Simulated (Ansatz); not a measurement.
Ideal-gas functions of Cl₂GeH₂S₂, SMILES `[SH][Ge]([SH])([Cl])[Cl]` at 600 K and 1 bar, from an Ansatz frequency run at PBE0-D4/def2-TZVP.

Molar mass 209.67 g/mol, point group C2 (symmetry number 2), electronic degeneracy 1, moments of inertia 419.372, 423.898, 453.096 u Å². Harmonic wavenumbers (cm⁻¹, unscaled): 103, 112, 133, 155, 160, 164, 191, 376, 429, 440, 443, 737, 785, 2711, 2711.

Use S(trans) = R[1.5 ln M + 2.5 ln T − 1.1517]; rotational temperatures θ = 24.2544 K / I; S(rot) = R[ln(√π/σ · √(T³/θAθBθC)) + 1.5]; for each mode x = 1.438777 ν̃/T, S = R[x/(eˣ − 1) − ln(1 − e⁻ˣ)] and H = RT x/(eˣ − 1); 1 cm⁻¹ = 0.0119627 kJ/mol; R = 8.31446 J/(mol·K).

Task: By hand: the entropy, in J/(mol·K).

Result: Translation 190.1. Rotation: θ = 0.0578, 0.0572, 0.0535 K, giving 127.2. Vibration, mode by mode: 19.96, 19.27, 17.85, 16.59, 16.33, 16.13, 14.88, 9.45, 8.44, 8.24, 8.19, 4.58, 4.18, 0.09, 0.09, in all 164.3. Electronic 0.0. Sum 481.6 J/(mol·K).

Task: By hand: H − E and G − E in kJ/mol, counted from the electronic energy.

Result: Zero-point energy ½ × 9650 × 0.0119627 = 57.7; thermal vibration 44.3; translation, rotation and pV give 4 RT = 20.0. H − E = 122.0 kJ/mol, and G − E = 122.0 − 600 × 481.6/1000 = -167.0 kJ/mol.

Vibration gives 34 % of the entropy, 57.1 J/(mol·K) of it from the modes under 150 cm⁻¹: soft modes count most, and the harmonic formula is weakest for them. The sum counts one conformer and one mirror image; others add a mixing term.
